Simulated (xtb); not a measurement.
C2H6Sb (SMILES [CH3][Sb+][CH3]), charge +1, singlet, from a rough starting geometry; GFN2-xTB run with xtb 6.7.1.

xtb was given this input:
```
$ xtb mol.xyz --gfn 2 --chrg 1 --opt vtight --json

# file mol.xyz
9

Sb     0.94900227     0.05934959     1.12325451
C      1.17891824     0.21518845    -1.04474826
H      1.79633170    -0.64351150    -1.35041722
H      1.72425233     1.16418751    -1.22436019
H      0.22920775     0.10118846    -1.47485123
C     -1.23155923    -0.18938201     1.01331776
H     -1.43108328    -1.08145201     0.40783679
H     -1.63811293     0.67540539     0.51106662
H     -1.64626246    -0.26032060     2.01229983
```

Output, abridged:

```
   ID    Z sym.   atoms
    1   51 Sb     1
    2    6 C      2, 6
    3    1 H      3-5, 7-9

           -------------------------------------------------
          |                Calculation Setup                |
           -------------------------------------------------

           -------------------------------------------------
          |                 G F N 2 - x T B                 |
           -------------------------------------------------

          ...................................................
          :                      SETUP                      :
          :.................................................:
          :  # basis functions                  24          :
          :  # atomic orbitals                  23          :
          :  # shells                           13          :
          :  # electrons                        18          :
          :  max. iterations                   250          :
          :  Hamiltonian                  GFN2-xTB          :
          :  restarted?                      false          :
          :  GBSA solvation                  false          :
          :  PC potential                    false          :
          :  electronic temp.          300.0000000     K    :
          :  accuracy                    1.0000000          :
          :  -> integral cutoff          0.2500000E+02      :
          :  -> integral neglect         0.1000000E-07      :
          :  -> SCF convergence          0.1000000E-05 Eh   :
          :  -> wf. convergence          0.1000000E-03 e    :
          :  Broyden damping             0.4000000          :
          :  net charge                          1          :
          :  unpaired electrons                  0          :
          ...................................................

 iter      E             dE          RMSdq      gap      omega  full diag
   1     -9.2011182 -0.920112E+01  0.168E+01    1.82       0.0  T
   2     -9.2069666 -0.584836E-02  0.122E+01    1.77       1.0  T
   3     -9.1800157  0.269508E-01  0.698E+00    2.41       1.0  T
   4     -9.2067705 -0.267548E-01  0.104E+00    1.93       1.0  T
   5     -9.2085195 -0.174892E-02  0.233E-01    2.05       1.0  T
   6     -9.2086390 -0.119589E-03  0.117E-01    2.01       1.0  T
   7     -9.2086474 -0.833013E-05  0.580E-02    2.02       1.0  T
   8     -9.2086606 -0.132470E-04  0.267E-02    2.03       1.2  T
   9     -9.2086624 -0.181195E-05  0.276E-03    2.02      12.1  T
  10     -9.2086625 -0.158623E-07  0.126E-03    2.02      26.5  T
  11     -9.2086625 -0.647795E-08  0.380E-04    2.02      87.8  T
  12     -9.2086625 -0.350925E-09  0.145E-04    2.02     230.6  T

   *** convergence criteria satisfied after 12 iterations ***

         :::::::::::::::::::::::::::::::::::::::::::::::::::::
         ::                     SUMMARY                     ::
         :::::::::::::::::::::::::::::::::::::::::::::::::::::
         :: total energy              -9.096061873372 Eh    ::
         :: gradient norm              0.050914796395 Eh/a0 ::
         :: HOMO-LUMO gap              2.024258429059 eV    ::
         ::.................................................::
         :: SCC energy                -9.208661199985 Eh    ::
         :: -> isotropic ES            0.118789056263 Eh    ::
         :: -> anisotropic ES         -0.012154694597 Eh    ::
         :: -> anisotropic XC          0.000106330215 Eh    ::
         :: -> dispersion             -0.003513120909 Eh    ::
         :: repulsion energy           0.112599326612 Eh    ::
         :: add. restraining           0.000000000000 Eh    ::
         :: total charge               1.000000000000 e     ::
         :::::::::::::::::::::::::::::::::::::::::::::::::::::

      -----------------------------------------------------------
     |                   =====================                   |
     |                        A N C O P T                        |
     |                   =====================                   |
     |               Approximate Normal Coordinate               |
     |                Rational Function Optimizer                |
      -----------------------------------------------------------
      -----------------------------------------------------------
     |                   =====================                   |
     |                        A N C O P T                        |
     |                   =====================                   |
     |               Approximate Normal Coordinate               |
     |                Rational Function Optimizer                |
      -----------------------------------------------------------

          ...................................................
          :                      SETUP                      :
          :.................................................:
          :   optimization level         verytight          :
          :   max. optcycles                   200          :
          :   ANC micro-cycles                  20          :
          :   degrees of freedom                21          :
          :.................................................:
          :   RF solver                   davidson          :
          :   write xtbopt.log                true          :
          :   linear?                        false          :
          :   energy convergence         0.1000000E-06 Eh   :
          :   grad. convergence          0.2000000E-03 Eh/α :
          :   maxmium RF displ.          1.0000000          :
          :   Hlow (freq-cutoff)         0.1000000E-01      :
          :   Hmax (freq-cutoff)         5.0000000          :
          :   S6 in model hess.         20.0000000          :
          ...................................................

generating ANC from exact Hessian ...
Using Lindh-Hessian (1995)
 Shifting diagonal of input Hessian by    8.9173027242646172E-003
 Lowest  eigenvalues of input Hessian
[...]
 * total energy  :    -9.0993719 Eh     change       -0.7144039E-05 Eh
 * total energy  :    -9.0993908 Eh     change       -0.1889903E-04 Eh
 * total energy  :    -9.0993979 Eh     change       -0.7076287E-05 Eh
 * total energy  :    -9.0994112 Eh     change       -0.1332572E-04 Eh
 * total energy  :    -9.0993818 Eh     change        0.2937892E-04 Eh
 * total energy  :    -9.0994156 Eh     change       -0.3374816E-04 Eh
 * total energy  :    -9.0994103 Eh     change        0.5266634E-05 Eh
 * total energy  :    -9.0994231 Eh     change       -0.1282047E-04 Eh
 * total energy  :    -9.0994212 Eh     change        0.1952610E-05 Eh
 * total energy  :    -9.0994238 Eh     change       -0.2587355E-05 Eh
 * total energy  :    -9.0994233 Eh     change        0.4603794E-06 Eh
 * total energy  :    -9.0994241 Eh     change       -0.7842090E-06 Eh
 * total energy  :    -9.0994241 Eh     change       -0.1026276E-08 Eh
   *** GEOMETRY OPTIMIZATION CONVERGED AFTER 49 ITERATIONS ***
[...]
   1     -9.2108703 -0.921087E+01  0.518E-05    2.05       0.0  T
   2     -9.2108703 -0.111910E-12  0.320E-05    2.05    1040.7  T
   3     -9.2108703 -0.181544E-11  0.188E-05    2.05    1774.6  T

   *** convergence criteria satisfied after 3 iterations ***

         :::::::::::::::::::::::::::::::::::::::::::::::::::::
         ::                     SUMMARY                     ::
         :::::::::::::::::::::::::::::::::::::::::::::::::::::
         :: total energy              -9.099424081666 Eh    ::
         :: gradient norm              0.000118542380 Eh/a0 ::
         :: HOMO-LUMO gap              2.049798584699 eV    ::
         ::.................................................::
         :: SCC energy                -9.210869157628 Eh    ::
         :: -> isotropic ES            0.119251350162 Eh    ::
         :: -> anisotropic ES         -0.012039798992 Eh    ::
         :: -> anisotropic XC         -0.000159165627 Eh    ::
         :: -> dispersion             -0.003523093297 Eh    ::
         :: repulsion energy           0.111445075962 Eh    ::
         :: add. restraining           0.000000000000 Eh    ::
         :: total charge               1.000000000000 e     ::
         :::::::::::::::::::::::::::::::::::::::::::::::::::::

           -------------------------------------------------
          |                Property Printout                |
           -------------------------------------------------

    * Orbital Energies and Occupations

         #    Occupation            Energy/Eh            Energy/eV
      -------------------------------------------------------------
         1        2.0000           -1.1045280             -30.0557
         2        2.0000           -0.7743444             -21.0710
         3        2.0000           -0.7633077             -20.7707
         4        2.0000           -0.6714401             -18.2708
         5        2.0000           -0.6696385             -18.2218
         6        2.0000           -0.6628228             -18.0363
         7        2.0000           -0.6620688             -18.0158
         8        2.0000           -0.6270003             -17.0615
         9        2.0000           -0.6092353             -16.5781 (HOMO)
        10                         -0.5339066             -14.5283 (LUMO)
        11                         -0.4108817             -11.1807
        12                         -0.3493954              -9.5075
        13                         -0.1983636              -5.3977
        14                         -0.1897574              -5.1636
        15                         -0.1625047              -4.4220
        16                         -0.0934052              -2.5417
        17                         -0.0137178              -0.3733
        18                         -0.0088237              -0.2401
        19                          0.0269716               0.7339
        20                          0.0429903               1.1698
       ...                                ...                  ...
        23                          0.2901318               7.8949
      -------------------------------------------------------------
                  HL-Gap            0.0753287 Eh            2.0498 eV
             Fermi-level           -0.5715710 Eh          -15.5532 eV

     #   Z          covCN         q      C6AA      α(0)
     1  51 Sb       1.784     0.575   379.529    38.157
     2   6 C        3.664    -0.186    24.445     7.092
     3   1 H        0.926     0.134     1.508     1.921
     4   1 H        0.925     0.128     1.549     1.946
     5   1 H        0.926     0.136     1.488     1.908
     6   6 C        3.664    -0.186    24.445     7.092
     7   1 H        0.926     0.136     1.488     1.908
     8   1 H        0.926     0.134     1.508     1.920
     9   1 H        0.925     0.128     1.549     1.946

 Mol. C6AA /au·bohr⁶  :       1330.203778
 Mol. C8AA /au·bohr⁸  :      77754.304970
 Mol. α(0) /au        :         63.889561

Wiberg/Mayer (AO) data.
largest (>0.10) Wiberg bond orders for each atom

 ---------------------------------------------------------------------------
     #   Z sym  total        # sym  WBO       # sym  WBO       # sym  WBO
 ---------------------------------------------------------------------------
     1  51 Sb   2.508 --     6 C    1.128     2 C    1.128
     2   6 C    3.971 --     1 Sb   1.128     4 H    0.951     5 H    0.932
                             3 H    0.929
     3   1 H    0.982 --     2 C    0.929
     4   1 H    0.984 --     2 C    0.951
     5   1 H    0.981 --     2 C    0.932
     6   6 C    3.971 --     1 Sb   1.128     9 H    0.951     7 H    0.932
                             8 H    0.929
     7   1 H    0.981 --     6 C    0.932
     8   1 H    0.982 --     6 C    0.929
     9   1 H    0.984 --     6 C    0.951
 ---------------------------------------------------------------------------

Topologies differ in total number of bonds
Writing topology from bond orders to xtbtopo.mol

molecular dipole:
                 x           y           z       tot (Debye)
 q only:        0.740       0.201       0.931
   full:        0.934       0.251       1.171       3.859
molecular quadrupole (traceless):
                xx          xy          yy          xz          yz          zz
 q only:        2.283       1.282      -4.410      -1.103       0.161       2.127
  q+dip:        2.440       1.514      -5.274       0.194       0.536       2.835
   full:        0.631       0.224      -1.190      -0.298       0.170       0.559

optimized geometry written to: xtbopt.xyz

           -------------------------------------------------
          | TOTAL ENERGY               -9.099424081666 Eh   |
          | GRADIENT NORM               0.000118542380 Eh/α |
          | HOMO-LUMO GAP               2.049798584699 eV   |
           -------------------------------------------------

normal termination of xtb
```
